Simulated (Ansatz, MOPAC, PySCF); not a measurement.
Series GeXY, Y = H, computed as singlets and as triplets. All species are isolated molecules in the gas phase. One relaxed conformer stands for each flexible species; it need not be the lowest. Strings in code marks are SMILES.

Quantity: adiabatic spin-state energy, in eV. HF references are unrestricted for open shells and restricted for singlets. The restricted reference of `[GeH2]`, `[F][GeH]` and `[Cl][GeH]` is unstable towards unrestricted orbitals. Semi-empirical values (MOPAC) are differences of heats of formation.

Level 1: composite: frozen-core CCSD(T) with HF/cc-pV5Z and the correlation energy extrapolated as X^-3 from cc-pVQZ and cc-pV5Z, plus CCSDT(Q) minus CCSD(T) in cc-pVDZ // PBE0-D3(BJ)/def2-TZVP (Ansatz, a program for electronic structure)
Level 2: frozen-core CCSD(T) with HF/cc-pVQZ and the correlation energy extrapolated as X^-3 from cc-pVTZ and cc-pVQZ // PBE0-D3(BJ)/def2-TZVP (Ansatz)
Level 3: PBE-D3(BJ)/def2-TZVP // PBE0-D3(BJ)/def2-TZVP (PySCF)
Level 4: PM3 // PBE0-D3(BJ)/def2-TZVP (MOPAC)

```tsv
species	level 2	level 3	level 4
`[GeH2]`: multiplicity 3 minus multiplicity 1	1.00	1.02	-0.99
`[Cl][GeH]`: multiplicity 3 minus multiplicity 1	1.69	1.68	-1.15
`[F][GeH]`: multiplicity 3 minus multiplicity 1	1.89	1.87	-1.33
```

**Question.** What does level 1 give for each?

**Answer.** 
- `[GeH2]`: multiplicity 3 minus multiplicity 1: 0.98
- `[Cl][GeH]`: multiplicity 3 minus multiplicity 1: 1.67
- `[F][GeH]`: multiplicity 3 minus multiplicity 1: 1.87
